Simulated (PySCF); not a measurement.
Radial density of Ni¹¹⁺ (nickel, charge +11)

revPBE, [Ne] 3s2 3p5, 2P determinant. Calculation: PySCF 2.14, in an uncontracted even-tempered set (19 s from 0.59 bohr⁻², ratio 2.5; 12 p from 0.76 bohr⁻², ratio 2.5; 5 d from 5.6 bohr⁻², ratio 2.7; 4 f from 8.4 bohr⁻², ratio 2.7); scalar relativity by spin-free X2C-1e.

| r (bohr) | 4πr²ρ (e/bohr) | 4πr²(ρα − ρβ) |
| --- | --- | --- |
| 0.000736 | 0.1514 | 0.0000 |
| 0.00124 | 0.3880 | 0.0000 |
| 0.00208 | 0.9762 | 0.0000 |
| 0.00350 | 2.388 | 0.0000 |
| 0.00589 | 5.564 | 0.0001 |
| 0.00990 | 11.91 | 0.0006 |
| 0.0167 | 22.08 | 0.0045 |
| 0.0280 | 32.19 | 0.0261 |
| 0.0471 | 32.84 | 0.1196 |
| 0.0793 | 27.05 | 0.3772 |
| 0.133 | 35.43 | 0.5891 |
| 0.224 | 32.12 | 0.1029 |
| 0.377 | 11.89 | 0.6140 |
| 0.635 | 13.24 | 1.8410 |
| 1.07 | 2.605 | 0.3677 |
| 1.80 | 0.01396 | 0.0018 |

Densities and radii are taken from the X2C orbitals without a picture-change correction, which distorts them close to the nucleus.
